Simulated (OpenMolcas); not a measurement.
# OpenMolcas run: Ni5+

Input:

```
&GATEWAY
Coord
1

Ni 0.0 0.0 0.0
Basis=ANO-R2
Group=XYZ
NoMove
AngMom=0.0 0.0 0.0
AMFI
&SEWARD
&RASSCF
FileOrb=start.orb
Symmetry=1
Spin=6
nActEl=5 0 0
Inactive=3 6
Ras2=5 0
CIRoot=1 1 1
SDav=1
CIMx=300
Iter=120 100
PrWF=0.3
OrbListing=Nothing
MaxOrb=0
Atom
>>> COPY $Project.JobIph JOBPRE
&RASSCF
FileOrb=start.orb
Symmetry=1
Spin=6
nActEl=5 0 0
Inactive=3 6
Ras2=10 0
CIRoot=1 1 1
SDav=252
CIMx=300
Iter=120 100
PrWF=0.3
OrbListing=Nothing
MaxOrb=0
Atom
>>> COPY $Project.JobIph JOB001
&RASSCF
FileOrb=start.orb
Symmetry=1
Spin=4
nActEl=5 0 0
Inactive=3 6
Ras2=10 0
CIRoot=24 24 1
SDav=1848
CIMx=300
Iter=120 100
PrWF=0.3
OrbListing=Nothing
MaxOrb=0
Atom
>>> COPY $Project.JobIph JOB002
&RASSCF
FileOrb=start.orb
Symmetry=1
Spin=2
nActEl=5 0 0
Inactive=3 6
Ras2=10 0
CIRoot=53 53 1
SDav=500
CIMx=300
Iter=120 100
PrWF=0.3
OrbListing=Nothing
MaxOrb=0
Atom
>>> COPY $Project.JobIph JOB003
&RASSI
NrOfJobIphs=3 1 24 53
1
1 2 3 4 5 6 7 8 9 10 11 12 13 14 15 16 17 18 19 20 21 22 23 24
1 2 3 4 5 6 7 8 9 10 11 12 13 14 15 16 17 18 19 20 21 22 23 24 25 26 27
28 29 30 31 32 33 34 35 36 37 38 39 40 41 42 43 44 45 46 47 48 49 50 51
52 53
IphNames
JOB001
JOB002
JOB003
EJob
SpinOrbit
DIPRint=1.0
SOCoupling=1000.0
Subsets=2
MEES
Property=10
'ANGMOM' 1 'ANGMOM' 2 'ANGMOM' 3 'MLTPL  1' 1 'MLTPL  1' 2 'MLTPL  1' 3
'AMFI' 1 'AMFI' 2 'AMFI' 3 'MLTPL  2' 6
SOProperty=3
'ANGMOM' 1 'ANGMOM' 2 'ANGMOM' 3
```

Launched by
```bash
OMP_NUM_THREADS=1 MOLCAS_MEM=1689 MOLCAS_PROJECT=a pymolcas a.inp > a.log  # once for each step of the input, in one work folder
```

A driver script runs the steps one by one and writes start.orb anew before each from the orbitals found so far.

Output, cut to the results:

```
--- SEWARD ---
Basis set label: NI.ANO-R...6S5P4D2F1G.

      Electronic valence basis set:
      ------------------
      Associated Effective Charge  28.000000 au
      Associated Actual Charge     28.000000 au
      Nuclear Model: Finite nucleus - Gaussian distribution
        Gaussian exponent, Xi/bohr**(-2):  2.89964E+08

      Shell  nPrim  nBasis  Cartesian Spherical Contaminant
         s      20       6        X
         p      12       5        X
         d       9       4                 X
         f       5       2                 X
         g       4       1                 X
                  Relativistic X2C integrals
                  Atomic mean-field integrals
--- RASSCF ---
Wave function specifications:
      -----------------------------

      Number of closed shell electrons          18
      Number of electrons in active shells       5
      Max number of holes in RAS1 space          0
      Max nr of electrons in RAS3 space          0
      Number of inactive orbitals                9
      Number of active orbitals                 10
      Number of secondary orbitals              45
      Spin quantum number                      2.5
      State symmetry                             1
Orbital specifications:
      -----------------------

      Symmetry species                           1   2
                                                ag  au
      Frozen orbitals                            0   0
      Inactive orbitals                          3   6
      Active orbitals                           10   0
      RAS1 orbitals                              0   0
      RAS2 orbitals                             10   0
      RAS3 orbitals                              0   0
      Secondary orbitals                        22  23
      Deleted orbitals                           0   0
      Number of basis functions                 35  29
      Number of CSFs                           252
      Number of root(s) required                 1
      Iter CI   SX   CI       RASSCF       Energy    max ROT     max BLB   max BLB  Level Ln srch  Step   QN
          iter iter root      energy       change     param      element    value   shift minimum  type update
 Nr of preliminary CI iterations:   1
      Total energies have been shifted. Add                -1000.00 au
        1   1    8    1  -512.41537482    0.00E+00  -5.63E-01*   5  18 1 -5.92E-03*  0.00   0.00    SX    NO
        2   1    7    1  -512.43087944   -1.55E-02* -9.34E-02    4  17 1  6.40E-03*  0.00   0.00    SX    NO
        3   1    7    1  -512.43166118   -7.82E-04* -2.44E-02    5  23 1 -2.66E-03*  0.00   0.00    SX    NO
        4   1    6    1  -512.43172574   -6.46E-05* -7.57E-03    7  20 1  1.11E-03*  0.00   0.00    SX    NO
        5   1    5    1  -512.43173216   -6.42E-06* -2.48E-03    8  26 1 -4.46E-04*  0.00   1.04    QN   YES
        6   1    5    1  -512.43173290   -7.39E-07* -2.34E-04    6  10 2  1.08E-04*  0.00   1.09    QN   YES
        7   1    5    1  -512.43173291   -1.79E-08*  1.79E-05    6  10 2  3.46E-05   0.00   1.06    QN   YES
        8   1    4    1  -512.43173292   -1.31E-09  -1.41E-05    6  10 2  5.62E-06   0.00   1.06    QN   YES
      Convergence after  8 iterations
        9   1    4    1  -512.43173292   -6.53E-11  -1.41E-05    6  10 2  1.72E-06   0.00   1.06    QN   YES
      Natural orbitals and occupation numbers for root  1
      sym 1:   0.998942   0.998942   0.998942   0.998942   0.998942   0.001058   0.001058   0.001058   0.001058   0.001058
::    RASSCF root number  1 Total energy:  -1512.43173292
--- RASSCF ---
Wave function specifications:
      -----------------------------

      Number of closed shell electrons          18
      Number of electrons in active shells       5
      Max number of holes in RAS1 space          0
      Max nr of electrons in RAS3 space          0
      Number of inactive orbitals                9
      Number of active orbitals                 10
      Number of secondary orbitals              45
      Spin quantum number                      1.5
      State symmetry                             1
Orbital specifications:
      -----------------------

      Symmetry species                           1   2
                                                ag  au
      Frozen orbitals                            0   0
      Inactive orbitals                          3   6
      Active orbitals                           10   0
...
--- RASSI ---
SPIN-FREE ENERGIES:
  (Shifted by EMIN (a.u.) =      -1512.4317329152)

 SF State       Relative EMIN(au)   Rel lowest level(eV)    D:o, cm**(-1)      L_eff

     1             0.0000000000        0.0000000000              0.0000         0.0
     2             0.2115009630        5.7552343954          46419.0959         4.0
     3             0.2115009630        5.7552343954          46419.0959         4.0
     4             0.2115009630        5.7552343954          46419.0959         4.0
     5             0.2115009630        5.7552343954          46419.0959         4.0
     6             0.2115009630        5.7552343954          46419.0959         4.0
     7             0.2115009630        5.7552343954          46419.0959         4.0
     8             0.2115009630        5.7552343954          46419.0959         4.0
     9             0.2115009630        5.7552343954          46419.0959         4.0
    10             0.2115009630        5.7552343954          46419.0959         4.0
    11             0.2436915417        6.6311846651          53484.1113         1.0
    12             0.2436915417        6.6311846651          53484.1113         1.0
    13             0.2436915417        6.6311846651          53484.1113         1.0
    14             0.2624985094        7.1429483282          57611.7636         2.0
    15             0.2624985094        7.1429483282          57611.7636         2.0
    16             0.2624985094        7.1429483282          57611.7636         2.0
    17             0.2624985094        7.1429483282          57611.7636         2.0
    18             0.2624985094        7.1429483282          57611.7636         2.0
    26             0.3015932861        8.2067713985          66192.0753         6.0
    27             0.3015932861        8.2067713985          66192.0753         6.0
    28             0.3015932861        8.2067713985          66192.0753         6.0
...
```

Levels above the lowest, from the spin-orbit matrix, grouped by J:

```tsv
Configuration	Term	J	E (cm⁻¹)	Measured (cm⁻¹)	g	Term weight %	Second
3d⁵	⁶S	5/2	0.0	0.0	2.002	100	
3d⁵	⁴G	5/2	46305		0.572	99	
3d⁵	⁴G	7/2	46391		0.985	100	
3d⁵	⁴G	11/2	46450	41921	1.273	100	
3d⁵	⁴G	9/2	46453		1.172	100	
3d⁵	⁴P	5/2	53023	45884	1.579	91	8 ⁴D
3d⁵	⁴P	3/2	53188	46104	1.697	93	7 ⁴D
3d⁵	⁴P	1/2	53395	46325	2.604	97	2 ⁴D
3d⁵	⁴D	7/2	57591	50331	1.428	99	
3d⁵	⁴D	1/2	57761		0.063	98	2 ⁴P
3d⁵	⁴D	3/2	57962		1.236	93	7 ⁴P
3d⁵	⁴D	5/2	58025		1.390	91	8 ⁴P
3d⁵	²I	11/2	66084	61196	0.925	99	
3d⁵	²I	13/2	66276	61280	1.077	100	
3d⁵	²D	5/2	73697	64152	1.078	62	35 ²F(1)
3d⁵	²D	3/2	74847	65174	0.740	85	15 ⁴F
3d⁵	²F(1)	7/2	76510	67085	1.146	92	6 ⁴F
3d⁵	⁴F	9/2	77236		1.325	96	3 ²G
3d⁵	⁴F	5/2	77247		1.006	83	15 ²F(1)
3d⁵	⁴F	7/2	77368		1.231	92	6 ²F(1)
3d⁵	⁴F	3/2	77809		0.461	85	15 ²D
3d⁵	²F(1)	5/2	78526		1.004	50	36 ²D
3d⁵	²H	9/2	80868	72909	0.933	89	10 ²G
3d⁵	²H	11/2	81492	73757	1.090	99
```

Against the 12 measured excited levels shown (Corliss and Sugar, J. Phys. Chem. Ref. Data 10, 197 (1981)) the mean absolute deviation is 7300 cm-1; the largest miss in energy is 3d⁵ ²D_3/2: computed 74847, measured 65174 cm⁻¹ (+14.8 %).

Without dynamic correlation excited terms often stand tens of per cent too high (terms of higher spin than the ground term too low), and those without a measured partner can miss by more than the paired ones. Active for correlation alone: 4d; no level in the range computed is led by a configuration that fills it, so any true level of that kind is missing. Measured partners are found by configuration, term and J. A level has none where our copy of the source lacks it or the pairing is in doubt (some pairs that miss far off the trend of their configuration count as doubtful), and it then counts in no deviation. Levels of configurations outside the active space are missing. The first state left out of the spin-orbit step lies near 110000 cm-1 above the lowest spin-free state of the reference (among the parities and spins computed), and the list stops at four fifths of that energy or lower. The table shows the lowest 24 of 26 levels.

The RASSCF and RASSI steps took 2.5 min on 1 thread of Arm Neoverse V2, with other jobs on the host; the integral step is not counted.

The term weight is that of the spin-free term in the level, not the purity of its configuration. A number in round brackets counts repeated terms of one configuration in the order of the reference energies.
